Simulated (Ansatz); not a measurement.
A made-up structure of SiH2SeO, closed shell:

```
5
angstrom
O -0.9008 -0.8351 1.7400
Si 1.1150 0.8936 -0.7708
Se -0.5475 -0.3970 -0.0328
H -1.3411 -0.8556 -1.2327
H 1.5784 1.0975 0.5559
```

It is relaxed with PBE-D4/def2-SVP and then PBE0-D4/def2-TZVP (Ansatz 0.2.0). Atoms count as bonded within 1.22 times the sum of their covalent radii (H–H: 0.88 Å). The end point is not checked to be a true minimum.

**Question.** Does its bonding change? (Judge from chemistry; the calculation decides.)

**Answer.** By the calculation: No: no bond forms or breaks.

Where it ends: The first stage lowers the energy by 0.80 eV in 7 steps. It ends as SiH₂SeO ([O][SeH][SiH]):
```
5
angstrom
O -1.0000 -0.8836 1.5029
Si 1.1227 0.9067 -0.8463
Se -0.4721 -0.3495 0.0438
H -1.3623 -0.8930 -1.0163
H 1.6155 1.1228 0.5755
```

Labels in which every atom is bracketed show which atoms are joined, not bond orders.

For scale, one of the runs: PBE0-D4/def2-TZVP relaxation, 128 basis functions, launched by `ansatz run in.yaml --threads 2 --pin off --events-out ev --progress --plain --max-ram 4352MiB`. The run took about 17 s on 2 CPU threads of an Arm Neoverse V2 (shared host).
